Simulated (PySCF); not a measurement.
A GIAO shielding run with PySCF 2.14.0 with density-fitted response routines (density fitting, non-relativistic, gas phase) on SMILES C[Si@@]1(P)C[C@H](O[SiH3])[SiH2]O1, C3H13O2PSi3:

```
$ OMP_NUM_THREADS=1 python probes_run.py task.json out

{"job": {"kind": "nmr", "xc": "PBE0", "basis": "pcSseg-1"}, "charge": 0, "multiplicity": 1}
C      3.172626     0.380293     0.120812
Si     1.344050    -0.112013    -0.004595
P      0.850016    -2.139131     0.828469
C      0.090016     1.173323     0.658433
C     -1.131898     0.928604    -0.218810
O     -1.638208    -0.361182     0.106841
Si    -2.974631    -0.713878     0.950425
Si    -0.493424     0.682867    -2.006556
O      0.932417     0.000836    -1.608929
H      3.536242     0.194205     1.124602
H      3.330937     1.427094    -0.112080
H      3.768646    -0.209836    -0.565931
H      0.245397    -2.593532    -0.331342
H      2.071835    -2.705877     0.487388
H      0.445096     2.193661     0.516012
H     -0.172575     1.045538     1.708742
H     -1.906736     1.683472    -0.054924
H     -2.828402    -2.155712     1.058106
H     -3.000785    -0.024051     2.245576
H     -4.167708    -0.293136     0.202828
H     -0.204645     1.929858    -2.706226
H     -1.278676    -0.312020    -2.715479
```

Hardware: 1 thread of an Arm Neoverse V2, shared host. The job also computes population analyses, field gradients, ring-centre shieldings.

**Question.** How large is the calculation?

**Answer.** 104 electrons, 246 basis functions and 1373 auxiliary functions.

**Question.** How long does it take, and how much memory does it need?

**Answer.** 64 s of wall time, with 13 SCF cycles and 4 response iterations; peak memory 1.2 GiB. Times on a shared host scatter by some tens of per cent.
